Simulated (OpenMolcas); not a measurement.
A calculation on F II.

```
Program             : OpenMolcas
Method              : XMS-CASPT2, IPEA 0.25 Eh, imaginary shift 0.1 Eh (closed shells correlated: 1s 2s)
Basis               : ANO-RCC-VTZP [4s3p2d1f]
Scalar Hamiltonian  : DKH2, point nucleus
Active space        : 4 electrons in 3 orbitals (2p)
State averaging     : 2S+1 = 3 even, 3 roots; 2S+1 = 1 even, 6 roots
Spin-orbit coupling : state interaction with AMFI integrals over the reference wave functions, term energies averaged over their components
```

Question: Which level of the active space comes out lowest?

Answer: 2s² 2p⁴ ³P₂, with 100 % of that term; it is also the measured ground level.

Question: How high does 2s² 2p⁴ ³P₁ lie?

Answer: 323 cm⁻¹ above the lowest level; measured 341 cm⁻¹ above the ground level, so the calculation is off by -5 %.

Question: How high does 2s² 2p⁴ ³P₀ lie?

Answer: 479 cm⁻¹ above the lowest level; measured 490 cm⁻¹ above the ground level, so the calculation is off by -2 %.

Question: How high does 2s² 2p⁴ ¹S₀ lie?

Answer: 47480 cm⁻¹ above the lowest level; measured 44918 cm⁻¹ above the ground level, so the calculation is off by +6 %.

Measured values: NIST Handbook of Basic Atomic Spectroscopic Data.

CASPT2 breaks the degeneracy within a term, and the mean is taken; among the terms shown or strongly mixed into the levels shown the widest spread is 40 cm-1 (2s² 2p⁴ ³P). With the s shell closed, the reference lacks s² → p² mixing. Measured partners are found by configuration, term and J. A level has none where our copy of the source lacks it or the pairing is in doubt (some pairs that miss far off the trend of their configuration count as doubtful), and it then counts in no deviation. Only configurations of the active space appear.
